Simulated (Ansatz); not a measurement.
A short molecular-dynamics run on CH7BSeSi (`C[Se]B[SiH3]`).

```yaml
crystal:
  periodic: [false, false, false]
  atoms:
    - {symbol: C, position_ang: [-1.350019, 1.934003, 0.853767]}
    - {symbol: Se, position_ang: [0.359844, 1.240618, 0.215465]}
    - {symbol: B, position_ang: [0.001812, -0.572587, -0.138303]}
    - {symbol: Si, position_ang: [1.491291, -1.722146, -0.830320]}
    - {symbol: H, position_ang: [-1.677974, 2.726021, 0.182748]}
    - {symbol: H, position_ang: [-1.210909, 2.335193, 1.856175]}
    - {symbol: H, position_ang: [-2.073518, 1.122373, 0.866080]}
    - {symbol: H, position_ang: [-1.101938, -0.985691, 0.060729]}
    - {symbol: H, position_ang: [1.120479, -2.302533, -2.152743]}
    - {symbol: H, position_ang: [2.767865, -0.973188, -0.995236]}
    - {symbol: H, position_ang: [1.738367, -2.859063, 0.102239]}
basis:
  gaussian: {orbitals: def2-SVP}
hamiltonian: {xc: {name: BLYP}, dispersion: d3bj}
md: {timestep: 1 fs, n_steps: 30, ensemble: nvt_nose_hoover, temperature: 500, initial_velocities: maxwell_boltzmann, seed: 847}
```

```sh
$ ansatz run in.yaml --threads 4 --pin off --events-out ev --progress --plain --max-ram 10444MiB
```

```csv
step,time (fs),potential energy (eV),kinetic (eV),T (K),conserved (eV)
0,0.0,-75042.7365,0.5817,500,-75042.1549
1,1.0,-75042.6628,0.5151,443,-75042.1478
2,2.0,-75042.5398,0.4000,344,-75042.1397
3,3.0,-75042.4809,0.3403,292,-75042.1407
4,4.0,-75042.4771,0.3327,286,-75042.1445
5,5.0,-75042.4725,0.3286,282,-75042.1441
6,6.0,-75042.4675,0.3257,280,-75042.1421
7,7.0,-75042.4879,0.3454,297,-75042.1429
8,8.0,-75042.5231,0.3773,324,-75042.1464
9,9.0,-75042.5276,0.3803,327,-75042.1482
10,10.0,-75042.4841,0.3399,292,-75042.1452
11,11.0,-75042.4376,0.2960,254,-75042.1428
12,12.0,-75042.4284,0.2872,247,-75042.1428
13,13.0,-75042.4626,0.3217,277,-75042.1427
14,14.0,-75042.5303,0.3862,332,-75042.1464
15,15.0,-75042.5723,0.4255,366,-75042.1495
16,16.0,-75042.5382,0.3943,339,-75042.1470
17,17.0,-75042.4574,0.3190,274,-75042.1419
18,18.0,-75042.4031,0.2686,231,-75042.1385
19,19.0,-75042.4274,0.2926,252,-75042.1391
20,20.0,-75042.5206,0.3812,328,-75042.1443
21,21.0,-75042.6050,0.4593,395,-75042.1513
22,22.0,-75042.5830,0.4368,375,-75042.1524
23,23.0,-75042.4537,0.3185,274,-75042.1421
24,24.0,-75042.3730,0.2465,212,-75042.1340
25,25.0,-75042.4531,0.3182,274,-75042.1429
26,26.0,-75042.5716,0.4269,367,-75042.1534
27,27.0,-75042.5697,0.4276,368,-75042.1517
28,28.0,-75042.4566,0.3233,278,-75042.1437
29,29.0,-75042.3432,0.2161,186,-75042.1381
30,30.0,-75042.3151,0.1890,162,-75042.1375
```

Velocities are drawn at the set temperature; a run this short doesn't reach equilibrium.

Frames (Å, forces in eV/Å):

```xyz
11
time=0.0 fs
C    -1.350    1.934    0.854   -0.093    0.021    0.032
Se    0.360    1.241    0.215    0.711    0.243   -0.135
B     0.002   -0.573   -0.138    0.147   -0.225   -0.095
Si    1.491   -1.722   -0.830   -0.101    0.055    0.041
H    -1.678    2.726    0.183   -0.197    0.421   -0.326
H    -1.211    2.335    1.856    0.039    0.223    0.520
H    -2.074    1.122    0.866   -0.403   -0.376    0.024
H    -1.102   -0.986    0.061   -0.353   -0.153    0.058
H     1.120   -2.303   -2.153   -0.042   -0.115   -0.233
H     2.768   -0.973   -0.995    0.230    0.115   -0.034
H     1.738   -2.859    0.102    0.062   -0.209    0.147
11
time=2.0 fs
C    -1.348    1.947    0.850    1.322    0.376    0.688
Se    0.357    1.239    0.216    0.728    0.158   -0.151
B     0.021   -0.581   -0.132   -1.792   -0.728    0.221
Si    1.493   -1.717   -0.828    0.160   -0.939   -0.311
H    -1.669    2.701    0.185   -0.482    1.403   -1.124
H    -1.184    2.365    1.841   -0.020    0.208    0.527
H    -2.057    1.180    0.864   -1.483   -1.711    0.168
H    -1.179   -1.053    0.047    1.421    0.567   -0.166
H     1.119   -2.282   -2.201    0.007    0.100    0.334
H     2.773   -0.978   -1.058    0.156    0.039    0.143
H     1.731   -2.943    0.085   -0.016    0.526   -0.328
11
time=4.0 fs
C    -1.342    1.960    0.847    0.019    0.335    0.349
Se    0.354    1.238    0.217    0.735    0.007   -0.171
B     0.033   -0.592   -0.125   -2.359   -0.703    0.291
Si    1.494   -1.714   -0.826    0.479   -1.447   -0.705
H    -1.677    2.725    0.149   -0.085    0.533   -0.308
H    -1.159    2.402    1.844   -0.189   -0.023   -0.007
H    -2.092    1.179    0.867   -0.427   -0.576    0.224
H    -1.204   -1.099    0.028    1.869    0.804   -0.142
H     1.119   -2.258   -2.236    0.007    0.202    0.668
H     2.783   -0.981   -1.114   -0.016   -0.074    0.320
H     1.724   -3.007    0.055   -0.033    0.944   -0.518
11
time=6.0 fs
C    -1.336    1.975    0.846   -1.675    0.205   -0.299
Se    0.352    1.236    0.218    0.718   -0.180   -0.182
B     0.038   -0.606   -0.118   -2.025   -0.347    0.235
Si    1.496   -1.712   -0.825    0.717   -1.422   -0.985
H    -1.687    2.769    0.101    0.377   -0.632    0.785
H    -1.140    2.438    1.848   -0.320   -0.214   -0.420
H    -2.142    1.156    0.880    0.936    0.894    0.175
H    -1.160   -1.115    0.003    1.470    0.704   -0.011
H     1.118   -2.226   -2.247   -0.056    0.178    0.671
H     2.794   -0.986   -1.159   -0.151   -0.149    0.463
H     1.715   -3.036    0.007    0.009    0.962   -0.433
11
time=8.0 fs
C    -1.336    1.990    0.844   -1.999    0.125   -0.553
Se    0.350    1.235    0.219    0.659   -0.365   -0.177
B     0.035   -0.620   -0.109   -0.348    0.537    0.058
Si    1.499   -1.713   -0.826    0.775   -0.902   -1.082
H    -1.685    2.790    0.081    0.442   -0.917    1.028
H    -1.134    2.467    1.837   -0.307   -0.206   -0.368
H    -2.160    1.164    0.898    1.222    1.218    0.098
H    -1.063   -1.106   -0.022   -0.213    0.043    0.216
H     1.115   -2.188   -2.233   -0.177    0.059    0.351
H     2.798   -0.998   -1.186   -0.159   -0.140    0.535
H     1.707   -3.029   -0.058    0.105    0.550   -0.106
11
time=10.0 fs
C    -1.341    2.006    0.840   -0.904    0.067   -0.307
Se    0.348    1.233    0.220    0.554   -0.495   -0.146
B     0.032   -0.633   -0.100    2.166    1.775   -0.126
Si    1.504   -1.714   -0.827    0.637   -0.018   -1.029
H    -1.666    2.779    0.098    0.105   -0.258    0.316
H    -1.139    2.488    1.812   -0.142   -0.009    0.076
H    -2.133    1.217    0.921    0.386    0.366    0.066
H    -0.976   -1.096   -0.038   -2.688   -1.035    0.425
H     1.105   -2.147   -2.206   -0.330   -0.102   -0.186
H     2.797   -1.014   -1.193   -0.023   -0.043    0.519
H     1.703   -3.003   -0.126    0.237   -0.248    0.392
11
time=12.0 fs
C    -1.349    2.022    0.836    1.172    0.203    0.433
Se    0.347    1.231    0.220    0.428   -0.476   -0.080
B     0.035   -0.639   -0.092    1.627    1.567   -0.063
Si    1.509   -1.716   -0.831    0.392    0.662   -0.903
H    -1.644    2.760    0.126   -0.446    0.964   -0.981
H    -1.149    2.509    1.791    0.065    0.192    0.472
H    -2.093    1.281    0.946   -1.213   -1.271    0.156
H    -0.984   -1.122   -0.039   -2.122   -0.785    0.384
H     1.082   -2.110   -2.186   -0.424   -0.201   -0.613
H     2.796   -1.032   -1.180    0.197    0.101    0.422
H     1.708   -2.985   -0.180    0.323   -0.957    0.775
11
time=14.0 fs
C    -1.354    2.039    0.833    1.307    0.120    0.643
Se    0.346    1.229    0.221    0.320   -0.343   -0.003
B     0.044   -0.641   -0.083   -0.840    0.345    0.116
Si    1.514   -1.717   -0.835    0.153    0.421   -0.755
H    -1.638    2.774    0.119   -0.522    0.956   -1.074
H    -1.157    2.537    1.786    0.150    0.174    0.375
H    -2.096    1.301    0.977   -1.224   -1.250    0.063
H    -1.069   -1.176   -0.026    0.376    0.374    0.223
H     1.044   -2.081   -2.188   -0.329   -0.165   -0.567
H     2.801   -1.046   -1.151    0.356    0.211    0.292
H     1.725   -3.002   -0.205    0.252   -0.843    0.687
11
time=16.0 fs
C    -1.355    2.056    0.831   -0.502   -0.066    0.195
Se    0.345    1.227    0.221    0.226   -0.194    0.059
B     0.050   -0.640   -0.075   -2.001   -0.335    0.226
Si    1.520   -1.717   -0.841    0.012   -0.433   -0.655
H    -1.650    2.822    0.075   -0.088   -0.355    0.187
H    -1.160    2.571    1.794    0.093   -0.042   -0.102
H    -2.142    1.277    1.010    0.329    0.373   -0.332
H    -1.142   -1.218   -0.003    1.614    0.943    0.109
H     0.994   -2.058   -2.211   -0.039   -0.047   -0.114
H     2.820   -1.053   -1.111    0.304    0.208    0.179
H     1.752   -3.050   -0.205    0.051   -0.051    0.249
11
time=18.0 fs
C    -1.358    2.073    0.830   -1.404   -0.060   -0.078
Se    0.344    1.224    0.222    0.134   -0.059    0.101
B     0.049   -0.641   -0.065   -2.047   -0.527    0.250
Si    1.526   -1.718   -0.847   -0.009   -1.029   -0.579
H    -1.667    2.857    0.037    0.205   -1.109    0.975
H    -1.159    2.603    1.799    0.021   -0.218   -0.454
H    -2.177    1.265    1.031    1.134    1.204   -0.541
H    -1.157   -1.224    0.023    1.771    0.996    0.050
H     0.942   -2.036   -2.238    0.294    0.046    0.345
H     2.850   -1.052   -1.064    0.044    0.096    0.085
H     1.780   -3.100   -0.195   -0.143    0.660   -0.154
11
time=20.0 fs
C    -1.364    2.090    0.829   -0.985   -0.094   -0.114
Se    0.343    1.222    0.222    0.053    0.043    0.118
B     0.041   -0.644   -0.055   -1.186   -0.298    0.178
Si    1.532   -1.720   -0.855    0.007   -1.076   -0.409
H    -1.676    2.853    0.033    0.185   -0.889    0.793
H    -1.157    2.628    1.788    0.027   -0.178   -0.369
H    -2.171    1.297    1.031    0.847    0.892   -0.435
H    -1.105   -1.194    0.052    1.043    0.623    0.061
H     0.901   -2.013   -2.253    0.531    0.066    0.548
H     2.881   -1.047   -1.014   -0.265   -0.036   -0.015
H     1.803   -3.126   -0.190   -0.255    0.948   -0.357
11
time=22.0 fs
C    -1.374    2.106    0.828    0.730   -0.084    0.146
Se    0.342    1.219    0.223   -0.023    0.116    0.109
B     0.030   -0.648   -0.044    1.087    0.616   -0.084
Si    1.538   -1.724   -0.863   -0.042   -0.688   -0.113
H    -1.679    2.816    0.058   -0.148    0.218   -0.347
H    -1.154    2.647    1.763    0.102    0.049    0.068
H    -2.136    1.360    1.016   -0.498   -0.529    0.000
H    -1.017   -1.141    0.083   -1.086   -0.414    0.259
H     0.880   -1.988   -2.247    0.611    0.020    0.441
H     2.903   -1.043   -0.964   -0.457   -0.102   -0.126
H     1.817   -3.116   -0.199   -0.277    0.799   -0.352
11
time=24.0 fs
C    -1.381    2.122    0.827    2.104   -0.199    0.411
Se    0.342    1.217    0.224   -0.086    0.220    0.084
B     0.022   -0.649   -0.033    2.991    1.339   -0.401
Si    1.544   -1.728   -0.871   -0.192    0.032    0.235
H    -1.687    2.788    0.069   -0.429    1.171   -1.367
H    -1.147    2.667    1.741    0.137    0.245    0.431
H    -2.119    1.403    1.000   -1.524   -1.633    0.396
H    -0.971   -1.104    0.125   -2.870   -1.268    0.526
H     0.882   -1.961   -2.226    0.518   -0.068    0.045
H     2.908   -1.043   -0.919   -0.446   -0.064   -0.230
H     1.820   -3.077   -0.221   -0.204    0.225   -0.129
11
time=26.0 fs
C    -1.383    2.138    0.828    0.678   -0.692   -0.187
Se    0.341    1.215    0.225   -0.106    0.412    0.069
B     0.023   -0.646   -0.024    1.234    0.370   -0.130
Si    1.549   -1.733   -0.878   -0.426    0.913    0.534
H    -1.710    2.800    0.033   -0.038    0.471   -0.489
H    -1.135    2.696    1.734    0.022    0.172    0.316
H    -2.154    1.390    0.999   -0.301   -0.431    0.234
H    -1.024   -1.110    0.185   -1.066   -0.484    0.214
H     0.904   -1.938   -2.203    0.296   -0.161   -0.515
H     2.896   -1.045   -0.882   -0.230    0.067   -0.301
H     1.815   -3.030   -0.247   -0.063   -0.636    0.255
11
time=28.0 fs
C    -1.382    2.151    0.828   -0.910   -0.784   -0.790
Se    0.340    1.213    0.225   -0.121    0.615    0.070
B     0.030   -0.642   -0.015   -0.909   -0.714    0.324
Si    1.554   -1.736   -0.885   -0.721    1.402    0.742
H    -1.735    2.830   -0.021    0.485   -0.543    0.825
H    -1.123    2.731    1.738   -0.181   -0.125   -0.158
H    -2.201    1.361    1.006    1.029    0.912   -0.005
H    -1.117   -1.136    0.253    1.088    0.415   -0.297
H     0.937   -1.920   -2.199    0.111   -0.211   -0.901
H     2.876   -1.045   -0.857    0.092    0.226   -0.318
H     1.809   -3.006   -0.264    0.036   -1.192    0.507
11
time=30.0 fs
C    -1.383    2.162    0.825   -1.093   -0.600   -0.767
Se    0.339    1.211    0.226   -0.131    0.757    0.067
B     0.033   -0.640   -0.005   -1.647   -1.120    0.494
Si    1.558   -1.738   -0.891   -0.969    1.008    0.822
H    -1.742    2.840   -0.046    0.613   -0.793    1.167
H    -1.117    2.761    1.737   -0.287   -0.342   -0.472
H    -2.212    1.364    1.013    1.243    1.142   -0.055
H    -1.173   -1.147    0.311    1.828    0.684   -0.545
H     0.975   -1.910   -2.228    0.130   -0.189   -0.750
H     2.858   -1.036   -0.844    0.322    0.304   -0.283
H     1.803   -3.026   -0.262   -0.008   -0.850    0.324
```

It took 41 s on 4 threads of an AMD EPYC 7R43 on a shared host, with 0.19 GiB of host memory at the peak.
